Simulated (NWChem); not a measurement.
# C$_{4}$H$_{5}$FO; SMILES C=COC(=C)F

```xyz
11

C      0.4522     1.8749    -0.5759
C     -0.5081     1.4500     0.2401
O     -0.8094     0.1433     0.5856
C     -0.0188    -0.8682     0.1565
C     -0.4524    -1.9268    -0.5151
F      1.2612    -0.7386     0.5470
H      1.1584     1.2116    -1.0612
H      0.5456     2.9383    -0.7638
H     -1.2093     2.1094     0.7389
H      0.2215    -2.7428    -0.7411
H     -1.4872    -1.9833    -0.8245
```
Atoms are numbered in this order, from 1.

The geometry was optimised at B3LYP/6-31G* (spherical d).

Task: Give the principal values of the shielding tensors (ppm) of C1, C2, O3, C4, C5 from LDA (Slater exchange, VWN5)/pcSseg-1, GIAO (NWChem), with their diamagnetic and paramagnetic parts as GIAO splits them.

Result: 
```csv
atom,σ11,σ22,σ33,isotropic,diamagnetic,paramagnetic
C1,-21.2,98.2,166.3,81.1,258.1,-177.0
C2,-85.3,58.7,91.1,21.5,253.5,-232.1
O3,68.6,99.1,181.8,116.5,397.4,-280.9
C4,-90.5,41.4,69.6,6.8,252.6,-245.7
C5,24.5,121.5,159.1,101.7,256.3,-154.7
```
